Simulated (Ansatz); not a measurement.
Two structures of BH₄SBr, closed shell, reached by relaxing down either side of one saddle point (PBE0-D4/def2-TZVP). Energies are electronic, without zero-point energy. Program: Ansatz 0.2.0. Basis: def2-TZVPP and def2-QZVPP. Cores are frozen in the correlated methods. Filled d shells of the heavier atoms are correlated. The def2 sets are not built for correlating such inner shells, so the correlated values are less sure here. Extrapolation: Hartree–Fock as exp(−7.88 √X), correlation as X^−2.97. First:

```csv
atom,x (Å),y (Å),z (Å)
B1,-0.6080,-0.3492,-1.1289
S2,1.0460,0.0417,-0.6258
H3,-0.8908,-1.5055,-1.1119
H4,-1.3675,0.5028,-1.4618
H5,0.5606,-0.0664,1.8363
Br6,0.2590,-0.0040,3.2337
H7,1.0007,1.3807,-0.7416
```

Second:

```csv
atom,x (Å),y (Å),z (Å)
B1,-0.7576,-0.3452,-0.1328
S2,1.0677,0.2326,-0.6559
H3,-0.7057,-1.5264,-0.3348
H4,-1.4387,0.2951,-0.8843
H5,1.7865,-0.2587,0.3716
Br6,-1.0368,0.1218,1.7867
H7,1.0846,1.4808,-0.1506
```

Question: Which bonds change from the first to the second?

Answer: BH₃S ([BH2][SH]) + HBr → BH₂Br ([BH2][Br]) + H₂S (still joined by a long B–S bond); bonds formed: B1–Br6, S2–H5; bonds broken: H5–Br6; bonds weakened to dative contacts: B1–S2.

Question: Give the saddle point's structure and its height above each. (An estimate is asked for; the value comes from the calculation.)

Answer: Computed: 14.36 kcal/mol above the first and 20.54 kcal/mol above the second (CCSD(T) at an estimated basis limit (MP2 extrapolated from triple and quadruple zeta, plus CCSD(T) − MP2 in triple zeta)).
```xyz
7
angstrom
B -0.5876 -0.3329 -0.3926
S 1.2494 0.0712 -0.6935
H -0.7953 -1.4983 -0.5026
H -1.3794 0.5037 -0.6825
H 0.8298 -0.0029 1.0141
Br -0.4700 -0.1523 1.9505
H 1.1531 1.4115 -0.6933
```

T1 diagnostic: at most 0.011.

Labels in which every atom is bracketed show which atoms are joined, not bond orders.

For scale, one of the runs: CCSD(T)/def2-TZVPP, 177 basis functions (an equivalent command: `ansatz run in.yaml --threads 2`). The run took 67 s on 2 CPU threads (shared host), with 1.6 GiB of host memory at its peak.
